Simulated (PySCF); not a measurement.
Mg(F)(Et) (C2H5FMg), SMILES C[CH2][Mg][F]. Coordinates come from a B3LYP-D3(BJ)/def2-SVP optimisation. One conformer was computed; it need not be the lowest.

Task: Give the equilibrium geometry at B3LYP-D3(BJ)/def2-SVP (PySCF confirms it by a frequency run) as a Z-matrix, and its point group. (An estimate is asked for; the answer gives what the named calculation found.)

Result: Several could match; the one computed here: point group Cs.
```
C
H 1 1.1058
H 1 1.1058 2 105.11
C 1 1.5378 2 109.97 3 118.33
H 4 1.1035 1 112.18 2 -177.61
H 4 1.1035 5 106.68 1 123.21
H 4 1.1056 5 106.53 6 113.51
Mg 1 2.0979 2 107.72 3 -114.66
F 8 1.7686 2 156.48 1 -179.55
```
Charge 0, spin multiplicity 1.
